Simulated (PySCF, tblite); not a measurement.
One entry of a table of gas-phase calculations, keyed by method. Lists by class give the value and the number of equivalent atoms.

```json
{
 "formula": "C8H9NO",
 "smiles": "C=C(C)c1cc[n+]([O-])cc1",
 "inchi": "InChI=1S/C8H9NO/c1-7(2)8-3-5-9(10)6-4-8/h3-6H,1H2,2H3",
 "charge": 0,
 "multiplicity": 1,
 "geometry_level": "GFN2-xTB",
 "electronic_structure_code": "PySCF",
 "results": {
  "GFN2-xTB geometry": {
   "rotational_constants_GHz": [3.71, 0.818, 0.686]
  },
  "PBE0/pcSseg-1 ground state and GIAO shieldings, non-relativistic": {
   "dipole_D": 4.19,
   "homo_eV": -6.11,
   "lumo_eV": -1.57,
   "shift_vs_computed_TMS_C_by_class_ppm": [
    [149.0, 1],
    [143.6, 2],
    [138.0, 1],
    [128.9, 2],
    [119.4, 1],
    [24.0, 1]
   ],
   "shift_vs_computed_TMS_H_by_class_ppm": [
    [8.24, 2],
    [7.38, 2],
    [5.64, 1],
    [5.47, 1],
    [2.18, 3]
   ],
   "shielding_other_nuclei_by_class_ppm": [
    ["N", -69.2, 1],
    ["O", -146.5, 1]
   ]
  },
  "GFN2-xTB harmonic vibrations, gas phase": {
   "strongest_ir_bands_cm-1_km_per_mol_modes": [
    [827.6, 47.4, 1],
    [1381.0, 155.5, 1],
    [1398.8, 41.1, 1],
    [1499.5, 241.7, 1],
    [1625.0, 150.3, 1],
    [3137.0, 39.8, 1]
   ],
   "zpe_kcal_per_mol": 94.2
  }
 }
}
```

The rotational constants make it an asymmetric top with κ = (2B − A − C)/(A − C) = -0.91, nearer the prolate limit (−1). The zero-point energy, half the sum of the 51 harmonic wavenumbers, equals 32930 cm⁻¹ or 394 kJ/mol. The dipole matches unit charges of opposite sign 0.87 Å apart (1 e·Å = 4.8032 D). With B = h/(8π²I), that is 505.379 GHz u Å² over I, the principal moments of inertia are 136.2, 617.7 and 737.0 u Å² (most abundant isotopes).

 NMR classes are plain means over equivalent atoms (diastereotopic ones count apart unless rotation or inversion swaps them), as if these changed places fast; in this geometry the members of some classes differ.

The values belong to the conformer `[CH2:1]=[C:2]([CH3:3])[c:4]1[cH:5][cH:6][n+:7]([O-:8])[cH:9][cH:10]1`: C1–C2–C4–C5 -153°.
